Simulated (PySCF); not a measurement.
Potential energy of AlI along the bond

Set-up: basis Al cc-pV(T+d)Z, I cc-pVTZ-PP with ECP28; scalar-relativistic core potentials; PySCF 2.14. Energies in eV from Al + I in their ground configurations at the same level. State: ¹Σ⁺ (singlet), closed shell.

```tsv
R (Å)	PBE0
2.203	-3.132
2.305	-3.577
2.407	-3.818
2.484	-3.901
2.561	-3.923
2.638	-3.899
2.740	-3.812
2.868	-3.646
3.022	-3.397
3.227	-3.029
```

Task: Put a parabola through the three lowest points of the PBE0 curve and estimate Re, k and ωe (reduced mass 22.25 u; 1 eV/Å² = 0.16022 mdyn/Å; ωe = 1302.8·√(k/μ) cm⁻¹).

Result: Through R = 2.484, 2.561, 2.638 Å the second-order coefficient is 3.88 eV/Å², so Re ≈ 2.559 Å, k ≈ 1.24 mdyn/Å and ωe ≈ 308 cm⁻¹. A polynomial fit of higher order to the unrounded PBE0 energies gives Re = 2.555 Å, k = 1.29 mdyn/Å, ωe = 314 cm⁻¹; anharmonicity and rounding make the difference.

The higher-order fit for each curve: PBE0: Re = 2.555 Å, ωe = 314 cm⁻¹, De = 3.92 eV.

These are scalar-relativistic numbers at best; spin–orbit coupling would shift them, the dissociation energy most.
